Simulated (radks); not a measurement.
Results of a calculation; reference values are marked as such.
Q: The table gives one normalised radial function P(r) = r R(r) (large component) of Rh0.5+ in [Ar] 3d10 4s2 4p(1/2: 2, 3/2: 3.5) 4d8 5s1 (r in bohr). Code: a radial shooting solver on a logarithmic mesh with Libxc functionals. Model: Dirac Kohn-Sham, PBEsol, spin-unpolarised, spherical densities, finite nucleus; open shells fill j = l - 1/2 first; Fermi nuclear charge, rms radius 4.4945 fm.

r	P
0.003069	0.0071
0.003544	0.0089
0.004093	0.0111
0.004727	0.0138
0.005459	0.0173
0.006304	0.0217
0.007281	0.0273
0.008408	0.0342
0.009711	0.0429
0.0113	0.0543
0.01306	0.0677
0.01508	0.0841
0.01741	0.1039
0.02011	0.1275
0.02322	0.1550
0.02682	0.1866
0.03098	0.2218
0.03577	0.2596
0.04132	0.2982
0.04771	0.3348
0.0551	0.3654
0.06364	0.3847
0.0735	0.3864
0.08488	0.3637
0.09803	0.3102
0.1132	0.2216
0.1307	0.0976
0.151	-0.0561
0.1744	-0.2261
0.2014	-0.3911
0.2326	-0.5235
0.2686	-0.5934
0.3102	-0.5748
0.3583	-0.4532
0.4137	-0.2317
0.4778	0.0662
0.5518	0.3982
0.6373	0.7116
0.736	0.9549
0.85	1.0896
0.9816	1.1012
1.143	0.9952
1.32	0.8201
1.524	0.6165
1.76	0.4227
2.033	0.2635
2.348	0.1483
2.711	0.0747
3.131	0.0332
3.616	0.0128
4.177	0.0042
4.823	0.0011
5.57	0.0003
6.433	0.0000
7.43	0.0000
8.58	0.0000
9.909	0.0000

Which n and l does it have? It may be an empty orbital.

A: n = 4, l = 1: the number of nodes gives n - l - 1 = 2, the rise at small r points to l (for j = l - 1/2 the large component starts outside the nucleus as r^gamma with gamma = sqrt(l^2 - (Z/c)^2) = 0.94 and the r^(l+1) term takes over further out; the orbital of l - 1 with the same j starts with the same power, but with a larger coefficient, and does not steepen), and the extent must fit the shell. The curve is that of 4p1/2; the two j differ most near the nucleus, where j = l - 1/2 has the larger amplitude, and in heavy atoms j = l - 1/2 is also the more compact. 4p1/2: eigenvalue -59.147 eV, 2 radial nodes at r = 0.144, 0.464 bohr, <r> = 1.06 bohr, 90 % of the charge inside 1.56 bohr.
